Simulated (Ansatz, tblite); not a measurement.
Removing an electron: the cluster Ga₂H₄⁻. Total charge -1; doublet. Geometry: PBE0-D4/def2-TZVPD. Ansatz, gas phase; energy differences of separate SCF runs; the oxidised species is a singlet (the triplet lies 2.25 eV higher at PBE0-D4/def2-TZVPD).

Cartesian coordinates in Å:
```
Ga 1.094 -0.426 -0.188
Ga -1.092 0.430 0.190
H 1.475 -1.987 -0.178
H -1.483 1.988 0.178
H -2.381 -0.481 0.490
H 2.388 0.477 -0.492
```

The xTB rows come from tblite. The structure comes from a short search, and lower isomers may exist.

Question: Estimate orbital energies and vertical ionisation energies at: GFN1-xTB; PBE-D4/def2-TZVPD; r2SCAN-D4/def2-TZVPD; PBE0-D4/def2-TZVPD.

Answer: 
```tsv
level	−HOMO (eV)	vertical IE (eV)	−LUMO (eV)	HOMO–LUMO gap (eV)	remarks
GFN1-xTB	–	5.28	–	–	–
PBE-D4/def2-TZVPD	-0.83	1.58	-1.66	0.82	HOMO above zero (-1 doublet)
r2SCAN-D4/def2-TZVPD	-0.56	1.66	-1.98	1.43	HOMO above zero (-1 doublet)
PBE0-D4/def2-TZVPD	-0.15	1.54	-2.42	2.27	HOMO above zero (-1 doublet)
```

  A HOMO above zero means that the electron is unbound at that level or that self-interaction error raises the level; the energy of removing that electron tells which. HOMO and LUMO are the levels of the spin that leaves or enters (xTB has no such levels and no spin-polarisation term). Other spin states of the ions may lie lower, which would lower the ionisation energy or raise the affinity. Raw xTB energy differences between charge states are shifted by several eV; the methods need an empirical correction for them.
